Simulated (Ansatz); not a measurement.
The cluster Si2Ni was relaxed with r2SCAN-D4 (def2-TZVP) in Ansatz in these states: neutral quintet, neutral triplet. The geometries follow in no particular order.

A:

Cartesian coordinates in Å:
```
Ni 0.437 -0.628 -0.963
Si 0.478 1.153 0.251
Si -0.916 -0.526 0.712
```

B:

```xyz
3

Ni   -0.0759    0.7402    0.9088
Si    1.2646   -0.4820   -0.2608
Si   -1.1887   -0.2582   -0.6480
```

Task: Judge from the bond lengths which geometry belongs to which state (an estimate).

Result: A is the neutral triplet (Si2–Si3 2.230 Å, Ni1–Si3 2.155 Å, Ni1–Si2 2.155 Å); B is the neutral quintet (Si2–Si3 2.494 Å, Ni1–Si3 2.158 Å, Ni1–Si2 2.158 Å).

At PBE0-D4/def2-TZVP a triplet lies 1.64 eV below the neutral quintet. These are the stationary points nearest to one start from a short search; other shapes may lie lower in each state.
